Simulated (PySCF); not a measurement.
Spin-rotation constants: `C#C/C=C\C[C@H](C)N=C`, C₈H₁₁N

Geometry:
```
atom   x (Å)   y (Å)   z (Å)
  C1   3.696   0.216  -0.673
  C2   2.882  -0.560  -0.249
  C3   1.947  -1.500   0.232
  C4   0.772  -1.177   0.770
  C5   0.265   0.219   0.920
  C6  -0.916   0.491  -0.033
  C7  -1.337   1.958   0.053
  N8  -2.030  -0.311   0.383
  C9  -2.535  -1.151  -0.392
 H10   4.406   0.897  -1.037
 H11   2.252  -2.535   0.143
 H12   0.105  -1.960   1.107
 H13   1.063   0.929   0.700
 H14  -0.087   0.374   1.942
 H15  -0.601   0.256  -1.068
 H16  -0.499   2.604  -0.193
 H17  -2.151   2.155  -0.642
 H18  -1.680   2.181   1.059
 H19  -2.184  -1.343  -1.414
 H20  -3.376  -1.734  -0.046
```

Method used: PySCF, GIAO B97-D/cc-pVDZ magnetisability, rotational g tensor and spin-rotation constants, non-relativistic, gas phase. Geometry: GFN2-xTB.

(1) Give the nuclear spin-rotation constants along the inertial axes (H = +C I·J) beside the isotropic shieldings.

## Answers

(1) Rotational constants 2.8725, 0.8856, 0.7492 GHz. A star marks the isotopologue with that one atom substituted, in its own axes.
| atom | isotope | Caa (kHz) | Cbb (kHz) | Ccc (kHz) | mean (kHz) | σ (ppm) |
| --- | --- | --- | --- | --- | --- | --- |
| N8 | 14N | 0.497 | 0.180 | 0.139 | 0.272 | -99.2 |
| H10 | 1H | -0.161 | -0.029 | -0.080 | -0.090 | 29.2 |
| H11 | 1H | -0.226 | 0.051 | -0.079 | -0.085 | 26.3 |
| H12 | 1H | -0.132 | 0.035 | -0.081 | -0.059 | 25.8 |
| H13 | 1H | -0.125 | -0.005 | -0.085 | -0.071 | 28.7 |
| H14 | 1H | -0.253 | -0.105 | 0.022 | -0.112 | 29.4 |
| H15 | 1H | -0.251 | -0.094 | 0.024 | -0.107 | 28.8 |
| H16 | 1H | -0.128 | -0.030 | -0.089 | -0.082 | 30.6 |
| H17 | 1H | -0.119 | -0.091 | -0.043 | -0.085 | 30.9 |
| H18 | 1H | -0.284 | -0.090 | 0.007 | -0.122 | 30.3 |
| H19 | 1H | -0.186 | -0.075 | 0.048 | -0.071 | 24.1 |
| H20 | 1H | 0.021 | -0.010 | -0.070 | -0.020 | 24.9 |
| C1 | 13C* | 0.621 | 0.156 | 0.202 | 0.326 | 116.0 |
| C2 | 13C* | 0.600 | 0.130 | 0.224 | 0.318 | 118.5 |
| C3 | 13C* | 0.700 | 0.342 | 0.111 | 0.384 | 91.3 |
| C4 | 13C* | 0.932 | 0.420 | 0.116 | 0.489 | 53.3 |
| C5 | 13C* | 0.496 | 0.153 | 0.121 | 0.257 | 151.3 |
| C6 | 13C* | 0.594 | 0.200 | 0.161 | 0.318 | 120.2 |
| C7 | 13C* | 0.412 | 0.112 | 0.121 | 0.215 | 167.2 |
| C9 | 13C* | 0.890 | 0.248 | 0.257 | 0.465 | 55.9 |

For the geometry as given, no vibrational averaging.
